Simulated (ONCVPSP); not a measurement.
**Dy ONCV: all-electron and pseudo phase curves**

ONCVPSP 4.0.1 input, shortened (lines: element, Z, core and valence counts, functional; n l f; lmax; l rc ep ncon nbas qcut; lloc lpopt rc5 dvloc0; l nproj debl; icmod fcfact rcfact), PBE, scalar-relativistic:

```
  Dy 66.00   10    4        4      upf
    1    0    2.00
    2    0    2.00
    2    1    6.00
    3    0    2.00
    3    1    6.00
    3    2   10.00
    4    0    2.00
    4    1    6.00
    4    2   10.00
    4    3    9.00
    5    0    2.00
    5    1    6.00
    5    2    1.00
    6    0    2.00
    2
    0    2.05    0.00    4    8    7.70
    1    2.50    0.00    3    7    6.20
    2    2.80    0.00    4    9    5.30
    4    5    1.95    4.00
    0    2    2.80
    1    2    0.50
    2    1    3.90
    0    0.00    0.00
```

In the p channel the program set the typed energies aside and used -1.048, 0.250 Ha.

The phase is arctan(r·R′/R) of the radial function R(r), unwrapped; energies in Ha, scanned from -3 to 5 Ha. A pole is an energy at which the radial function vanishes at the test radius. The pseudo phase is shifted by a multiple of π to meet the all-electron one at the reference energy, and phase errors are pseudo minus all-electron; the curves can meet again beyond the range given. Levels narrower than the energy grid can be missing from the lists of poles. Where the grid stepped over a known ghost or core level, its pole and its step of π were put in at the level’s energy.

For each channel, where are the poles, and over which energies does the pseudopotential scatter like the atom?

| channel | radius (bohr) | reference energy (Ha) | poles, all-electron | poles, pseudo | unbroken range about the reference energy with phases within 0.05 rad | phase error 1 Ha above the reference energy (rad) |
| --- | --- | --- | --- | --- | --- | --- |
| s | 2.07 | -0.16 | -1.65, 4.45 | -1.65, -1.49, 4.72 | above -1.5 | +0.014 |
| p | 2.54 | -1.05 | -0.89, 2.88 | -0.89, 2.85 | below 4.5 | -0.000 |
| d | 2.85 | -0.08 | 0.30, 3.16 | 0.30, 3.31 | below 1.1 | +0.017 |

Note: ghosts flagged at negative energy: s at -40.5 eV; no localised positive-energy state flagged. A true bound ghost makes a file unfit for plane-wave use.

Phases in the s channel:

| E (Ha) | all-electron | pseudo |
| --- | --- | --- |
| -2.98 | 1.139 | 4.280 |
| -2.54 | 0.806 | 3.945 |
| -2.10 | -1.009 | 2.132 |
| -1.66 | -1.566 | 1.574 |
| -1.22 | -1.717 | -1.715 |
| -0.78 | -1.823 | -1.823 |
| -0.34 | -1.946 | -1.946 |
| 0.10 | -2.151 | -2.151 |
| 0.54 | -2.616 | -2.611 |
| 0.98 | -3.524 | -3.507 |
| 1.42 | -4.126 | -4.112 |
| 1.86 | -4.372 | -4.361 |
| 2.30 | -4.495 | -4.485 |
| 2.74 | -4.568 | -4.559 |
| 3.18 | -4.618 | -4.609 |
| 3.62 | -4.657 | -4.646 |
| 4.06 | -4.688 | -4.676 |
| 4.50 | -4.715 | -4.701 |
| 4.94 | -4.742 | -4.724 |
